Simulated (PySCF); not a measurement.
# Correlation energy of B⁻ (boron, charge -1)

[He] 2s2 2p2, high-spin 3P determinant. All numbers are calculated (PySCF 2.14, no relativity, point nucleus, in aug-cc-pwCVDZ (5s4p2d, 27 functions)). Frozen: 1s2; 4 electrons correlated.

```csv
level,correlation energy (mhartree)
CCSD,-76.64
(T),-2.65
CCSD(T),-79.29
CCSDT,-80.25
```

Diagnostics: T1 = 0.023, D1 = 0.0410, largest double amplitude 0.115.

Cost of the coupled-cluster step: of the order of 0.28 core-seconds, for 4 correlated electrons.
